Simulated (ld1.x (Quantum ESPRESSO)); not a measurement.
**Building the ultrasoft potential for copper (Cu) (LDA (PZ), scalar-relativistic).**

Cu (Z = 29), ultrasoft, made with ld1.x (Quantum ESPRESSO) 7.5 (LDA (PZ), scalar-relativistic). Core [Ne], reference 3s2 3p6 3d10 4s1 4p0. Waves: 3s (bound): rcut 0.95, rcutus 1.15 bohr; 4s (bound): rcut 0.95, rcutus 1.15 bohr; 3p (bound): rcut 1.05, rcutus 1.25 bohr; 4p (bound, empty): rcut 1.05, rcutus 1.25 bohr; 3d (bound): rcut 1.15, rcutus 1.55 bohr; 3d channel at 2.9 Ry: rcut 1.15, rcutus 1.55 bohr. Local part: all-electron potential smoothed inside 1.45 bohr (lloc = -2). Core correction: none. Augmentation charge: PSQ, inside the norm-conserving radii.

(1) Estimate the cutoffs (Ry, on a coarse ladder) from which the occupation-weighted sum of valence levels, in a spherical-Bessel basis at the reference potential, stays within 10 and 1 mRy of its value at 400 Ry.

(2) Does the potential have ghost states?

(3) Is the overlap operator S = 1 + Σ q|β⟩⟨β| positive definite (Bessel basis up to 400 Ry)?

## Answers

(1) 70 Ry and 120 Ry.

(2) No extra level below or beside the all-electron valence levels (s, p, d, f tested).

(3) Yes: its lowest eigenvalue is 0.11 (p channel).

Test run stopped at test 1 of 9 (negative rho).
